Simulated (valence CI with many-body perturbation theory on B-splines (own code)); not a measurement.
Missing levels of Pr³⁷⁺

Method: valence CI with perturbative core correlation (CI+MBPT): four valence electrons over a frozen Dirac-Fock core [Ar], a basis of 9 s, 9 p, 10 d, 8 f, 5 g, 3 h, 1 i functions for each j, with the one-electron correlation potential Σ1 (screened to all orders), the two-electron term Σ2, the three-electron term Σ3, Breit, model QED; selected single and double excitations, second order for the rest (own B-spline code, finite nucleus).

No measured spectrum was set against this ion. As an estimate, large intervals hold to a few tenths of a per cent, small ones and those within an open d or f shell to about a per cent. Only levels of the ground parity were solved; by the run's estimate the other parity begins above the list, which can be wrong where configurations are misplaced.

| Level | E (cm⁻¹) |
| --- | --- |
| (3d3/2^4) J=0 | 0 |
| (3d3/2^3 3d5/2) J=1 | 143650 |
| (3d3/2^3 3d5/2) J=2 | 211710 |
| (3d3/2^3 3d5/2) J=4 | 218390 |
| (3d3/2^3 3d5/2) J=3 | 237970 |
| (3d3/2^2 3d5/2^2) J=0 [a] | ? |
| (3d3/2^2 3d5/2^2) J=4 [a] | 359310 |
| (3d3/2^2 3d5/2^2) J=2 [a] | 367020 |
| (3d3/2^2 3d5/2^2) J=3 [a] | 375050 |
| (3d3/2^2 3d5/2^2) J=5 | 400210 |
| (3d3/2^2 3d5/2^2) J=1 | 416430 |
| (3d3/2^2 3d5/2^2) J=6 | ? |
| (3d3/2^2 3d5/2^2) J=4 [b] | 445600 |
| (3d3/2^2 3d5/2^2) J=3 [b] | 451810 |
| (3d3/2^2 3d5/2^2) J=2 [b] | ? |
| (3d3/2^2 3d5/2^2) J=2 [c] | ? |
| (3d3/2 3d5/2^3) J=4 [a] | 533110 |
| (3d3/2 3d5/2^3) J=3 [a] | ? |
| (3d3/2^2 3d5/2^2) J=4 [c] | 592480 |
| (3d3/2 3d5/2^3) J=5 | ? |

Levels are named by their leading jj configuration (3d3/2^4 stands for four electrons in 3d with j = 3/2), which in mixed levels can hold well under half, so a name can repeat and another be missing. Letters in brackets count levels of one name in rising energy.

The levels stand in rising order. What does the calculation give for the missing energies?

(3d3/2^2 3d5/2^2) J=0 [a] 343680; (3d3/2^2 3d5/2^2) J=6 418190; (3d3/2^2 3d5/2^2) J=2 [b] 454530; (3d3/2^2 3d5/2^2) J=2 [c] 524300; (3d3/2 3d5/2^3) J=3 [a] 575470; (3d3/2 3d5/2^3) J=5 604950.
